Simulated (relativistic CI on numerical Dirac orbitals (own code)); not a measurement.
What each ingredient does to the levels of Ca⁸⁺

Base calculation: Dirac-Coulomb-Breit CI, separate exchange-only KLI orbitals for each configuration, model QED, unscaled Slater integrals.

CI space (outside the closed core [Ne]): 3s2, 3s 3p, 3p2, 3s 3d, 3d2, 3p 3d, 3p 4s, 3s 4s, 3s 4p, 3d 4s, 3s 4d, 3s 4f, 3s 5s, 3s 5p, 3s 5d, 4s2. Levels of other configurations are missing.

The lowest level and the first level of each name with at least 55 % of one term (blank where a level has no safe partner in the second run):

```
      Level  Base (cm⁻¹)  Shift (cm⁻¹)
   3s2 1S_0            0             0
3s 3p 3P°_0       141719          +656
3s 3p 3P°_1       143209          +656
3s 3p 3P°_2       146408          +656
3s 3p 1P°_1       217901          +684
   3p2 1D_2       335395         +1263
   3p2 3P_0       340447         +1342
   3p2 3P_1       342306         +1342
   3p2 3P_2       345805         +1338
   3p2 1S_0       403390         +1312
 3s 3d 3D_1       414332          +967
 3s 3d 3D_2       414444          +967
 3s 3d 3D_3       414625          +967
 3s 3d 1D_2       478314         +1056
3p 3d 3F°_2       563777         +1583
3p 3d 3F°_3       565770         +1583
3p 3d 3F°_4       568172         +1583
3p 3d 1D°_2       572446         +1581
3p 3d 3P°_2       601575         +1578
3p 3d 3P°_1       602661         +1578
3p 3d 3P°_0       604385         +1577
3p 3d 3D°_1       605398         +1579
```

At this charge configurations can still be misplaced by up to about 7 % of their energy.

(1) One thing was changed in a second run, which moved the levels as shown. Which?
A. one mean potential for all configurations
B. Breit term removed
C. P86 correlation estimate
D. configuration mixing switched off
E. QED terms removed

Answers

(1) C. P86 correlation estimate. A correlation estimate moves all levels of a configuration together before mixing; mixed levels move by a weighted share.
